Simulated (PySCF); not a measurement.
Working out the ionisation energy of F⁺

F⁺ [He] 2s2 2p4 (3P) → F²⁺ [He] 2s2 2p3 (4S). Computed with PySCF 2.14 in aug-cc-pVDZ-DK (4s3p2d, 23 functions), with scalar relativity by spin-free X2C-1e. Frozen: 1s2. Energies in hartree (1 hartree = 27.21139 eV):

```
             part  F⁺ (lower)  F²⁺ (upper)
              UHF  -98.888754   -97.663623
MP2 opposite-spin   -0.077899    -0.052479
    MP2 same-spin   -0.025315    -0.017942
```

What does Hartree-Fock give?

(-97.663623) − (-98.888754) = 1.225131 hartree = 33.338 eV.

What do MP2 and SCS-MP2 (6/5 opposite-spin, 1/3 same-spin) give?

The opposite-spin parts differ by 0.692 eV and the same-spin parts by 0.201 eV. MP2: 33.338 + (0.692) + (0.201) = 34.231 eV. SCS-MP2: 33.338 + 1.2 × (0.692) + (0.201)/3 = 34.235 eV.

Measured between the centres of the two terms (NIST): 34.950 eV, so MP2 (valence) is off by -0.719 eV.

A double-zeta basis recovers only part of the correlation energy.

What remains against the reference includes basis incompleteness, the frozen core and correlation beyond second order.
